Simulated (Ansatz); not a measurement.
`[CH3][AlH][N]([SiH3])[SiH3]`, relaxed with RKS PBE-D4/def2-SVP in Ansatz from a rough embedded geometry. The force threshold is 0.03 eV/Å; the program also tests the step.

Charge 0, multiplicity 1.

Start:

```xyz
15

C     2.054   -0.085   -0.887
Al    1.073    1.002    0.408
N    -0.748    0.605    0.766
Si   -1.728    0.707   -0.746
Si   -0.884   -1.060    1.389
H     1.438   -0.940   -1.252
H     2.935   -0.581   -0.329
H     2.427    0.496   -1.679
H     1.806    2.258    1.166
H    -3.072    0.404   -0.528
H    -1.090   -0.280   -1.716
H    -1.564    2.053   -1.334
H    -2.240   -1.429    1.681
H    -0.304   -1.999    0.423
H    -0.105   -1.151    2.639
```

| step | energy (eV) | largest force (eV/Å) | largest move (Å) |
| --- | --- | --- | --- |
| 1 | -25018.4680 | 3.112 | 0.000 |
| 2 | -25018.8814 | 0.975 | 0.194 |
| 3 | -25019.0005 | 0.490 | 0.200 |
| 4 | -25019.0784 | 0.271 | 0.191 |
| 5 | -25019.1124 | 0.266 | 0.197 |
| 6 | -25019.1340 | 0.246 | 0.140 |
| 7 | -25019.1512 | 0.281 | 0.148 |
| 8 | -25019.1571 | 0.335 | 0.143 |
| 9 | -25019.1705 | 0.121 | 0.076 |
| 10 | -25019.1828 | 0.116 | 0.200 |
| 11 | -25019.1936 | 0.139 | 0.197 |
| 13 | -25019.2191 | 0.207 | 0.194 |
| 15 | -25019.2643 | 0.202 | 0.190 |
| 17 | -25019.3359 | 0.126 | 0.195 |
| 19 | -25019.3694 | 0.100 | 0.191 |
| 21 | -25019.3877 | 0.115 | 0.198 |
| 23 | -25019.3923 | 0.098 | 0.038 |
| 25 | -25019.3942 | 0.075 | 0.033 |
| 27 | -25019.3949 | 0.024 | 0.036 |
| 29 | -25019.3951 | 0.037 | 0.031 |
| 31 | -25019.3954 | 0.064 | 0.028 |
| 33 | -25019.3959 | 0.061 | 0.030 |
| 35 | -25019.3964 | 0.069 | 0.025 |
| 37 | -25019.3976 | 0.059 | 0.066 |
| 39 | -25019.3987 | 0.026 | 0.023 |

End:

```xyz
15

C     2.277    0.769   -1.152
Al    1.341    0.100    0.436
N    -0.459   -0.205    0.390
Si   -1.433    0.137   -1.046
Si   -1.315   -0.874    1.788
H     1.946    0.273   -2.089
H     3.374    0.631   -1.053
H     2.095    1.858   -1.286
H     2.059   -0.203    1.831
H    -2.716    0.825   -0.654
H    -1.797   -1.122   -1.794
H    -0.667    1.039   -1.975
H    -2.304    0.116    2.349
H    -2.083   -2.113    1.401
H    -0.317   -1.228    2.854
```

It took 120 s on 2 threads of an AMD EPYC 7R13 on a shared host, with 0.24 GiB of host memory at the peak.
